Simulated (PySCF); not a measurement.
## Ionisation energy of Yb³¹⁺ by level of theory

Yb³¹⁺ [Kr] 4d3 [4d3/2^3, M_J = 3/2] → Yb³²⁺ [Kr] 4d2 [4d3/2^2, M_J = 2], as a difference of total energies. Calculation: PySCF 2.14, in an uncontracted even-tempered set (17 s from 2.9 bohr⁻², ratio 2.8; 14 p from 3.8 bohr⁻², ratio 2.8; 9 d from 3.8 bohr⁻², ratio 2.8; 3 f from 15 bohr⁻², ratio 3); the two-component X2C-1e Hamiltonian. Correlated levels: [Ar] 3d10 frozen; the 92 highest virtual spinors dropped. "Screened" scales the spin-orbit matrix elements by Boettger's factors to mimic the two-electron term; Breit and QED terms are absent.

| method | ionisation energy (eV) |
| --- | --- |
| GHF (spin-free) | 1219.1 |
| GMP2 (spin-free) | 1219.2 |
| GHF (screened spin-orbit) | 1222.8 |
| GMP2 (screened spin-orbit) | 1223.4 |

Breit and QED terms and the two-electron picture change are absent.

The spin-free rows relax to the high-spin LS determinant and lack the spin-orbit shift.

The labels give the starting determinants; with spin-orbit coupling the two ends relaxed to ⟨J²⟩ = 3.83, ⟨L²⟩ = 8.23, ⟨S²⟩ = 2.23 and ⟨J²⟩ = 6.03, ⟨L²⟩ = 10.33, ⟨S²⟩ = 1.58.

For comparison: 1224 ± 4 eV (theoretical estimate listed by NIST; NIST Atomic Spectra Database, ionization energies).
